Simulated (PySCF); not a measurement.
C₇H₄NOP.
Geometry (GFN2-xTB, Å), atoms numbered from 1 in this order:
```
atom  x, y, z in Å
C1     2.501   -0.180   -1.634
C2     1.452   -0.199   -1.049
C3     0.179   -0.324   -0.450
C4    -0.693   -1.279   -0.965
P5    -2.291   -1.587   -0.374
C6    -2.309   -0.391    0.914
N7    -1.365    0.438    1.252
C8    -0.187    0.498    0.637
C9     0.725    1.511    1.190
O10    1.840    1.753    0.805
H11    3.440   -0.105   -2.096
H12   -0.344   -1.875   -1.802
H13   -3.212   -0.317    1.513
H14    0.264    2.056    2.035
```

Computed, not measured: PySCF 2.14.0, density-fitted response routines, TDDFT PBE0/def2-SVPD, vertical, gas phase, core orbitals frozen in the response.

Transition dipole moments from the ground state, in atomic units and in the frame of the coordinates above (overall signs are arbitrary), for the states with f of 0.002 or more among the lowest 8:

| state | E (hartree) | μx | μy | μz |
| --- | --- | --- | --- | --- |
| S2 | 0.1232 | -0.066 | 0.123 | -0.116 |
| S4 | 0.1437 | -0.027 | 0.531 | 0.580 |
| S7 | 0.1659 | -0.075 | 0.585 | 0.666 |
| S8 | 0.1871 | -0.006 | 0.201 | -0.168 |

(1) Work out the oscillator strengths.

(2) Which bond between heavy atoms lies closest to the direction of the S7 transition dipole?

(3) What angle do the transition dipoles of S4 and S7 make?

(4) How is the summed strength of these states shared among x, y and z?

(5) What peak molar absorption coefficient would the strongest computed level give as a lone Gaussian band 0.4 eV wide at half height?

Answers

(1) f = (2/3) ΔE |μ|² with ΔE in hartree (27.2114 eV).

| state | \|μ\|² (au) | \|μ\| (D) | f |
| --- | --- | --- | --- |
| S2 | 0.033 | 0.46 | 0.003 |
| S4 | 0.619 | 2.00 | 0.059 |
| S7 | 0.791 | 2.26 | 0.087 |
| S8 | 0.069 | 0.67 | 0.009 |

(2) P5–C6, at 5° from it; next C3–C8 at 11°.

(3) |cos θ| = |μa·μb| / (|μa| |μb|) = 1.00, so θ ≈ 3° (taken between 0 and 90°, since the signs are arbitrary).

(4) (2/3) Σ ΔE μα² gives 0.001 for x, 0.071 for y and 0.086 for z, 0.158 in all.

(5) ε(max) = 2.175×10⁸ f / FWHM, with the width in cm⁻¹. S7: 2.175×10⁸ × 0.0875 / 3226 ≈ 5900 L mol⁻¹ cm⁻¹.

One conformer stands for the species.
